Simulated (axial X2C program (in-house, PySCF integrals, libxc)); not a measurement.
Nuclear properties of GaSi⁺

Calculated with an in-house all-electron X2C program for linear molecules (integrals from PySCF): two-component X2C with atomic mean-field Coulomb and Gaunt terms, Gaussian nuclei, basis Ga dyall-cv3z, Si dyall-v3z with contracted cores.

R = 2.451 Å (near the PBE0 minimum at charge 1 of the determinant lowest at the starting distance; the state shown can have its own minimum elsewhere).

Determinant 0.00 eV from it at PBE0 and this distance, Ω = 2 (⟨Sz⟩ = 1.00, ⟨Lz⟩ = 1.00 at PBE0), spin on the atoms Ga 0.27, Si 0.73:

```
 level  Eeff magnitude (GV/cm)  Ws magnitude Ga (kHz)  A∥/gI Ga (MHz)  qzz Ga (a.u.)  A∥/gI Si (MHz)  qzz Si (a.u.)
  PBE0                    2.07                  0.461             182          -2.14            84.7          -1.06
    HF                    2.78                  0.619            73.7          -2.36            71.6          -0.99
 B3LYP                    1.94                  0.433             198          -2.10             105          -1.10
r2SCAN                    2.15                   0.48             182          -2.18            95.1          -1.10
   PBE                    1.83                  0.409             208          -2.04            88.9          -1.10
```

Eeff is the effective electric field on the electron electric dipole moment in this Ω state and Ws the scalar–pseudoscalar constant of the nucleus named (defined with the proton number Z and per Ω); A∥ (defined per Ω) follows by multiplying with gI = μI/(I μN); qzz is the electric field gradient, eQq0 = 234.96 MHz × Q/barn × qzz. The operators were transformed with the bare-nucleus X2C matrices; with these basis sets, hyperfine constants and field gradients can be off by tens of per cent, and where levels differ in sign neither size nor sign is settled.

(1) With Q(69Ga) = 0.171 barn, gI(29Si) = -1.1106 (g factors from the IAEA table of nuclear moments by Stone; Q from Pyykkö, Mol. Phys. 2018), turn the PBE0 values of the first state into constants in MHz.

Each state is one determinant with collinear spin, which with several unpaired electrons need not be a pure state. Unrestricted Hartree–Fock can overshoot spin polarisation at the nuclei. With several open shells hyperfine constants can be off by a factor of several. Open-shell Ω = 0 determinants with evenly filled partner blocks cannot be reached by this program, so the Ω shown need not be the lowest component. At PBE, r2SCAN a later determinant lies lower. States lie within half an eV, so the first need not be the ground state. Further determinants of the search, some of them spin-mixed, are not shown. Where a field gradient or hyperfine factor spreads by more than a factor of two over the levels, a constant derived from it is not to be relied on.

Results:

(1) eQq0(69Ga) = 234.96 × (0.171) × (-2.14) = -86 MHz; A∥(29Si) = 84.7 × -1.1106 = -94.1 MHz.
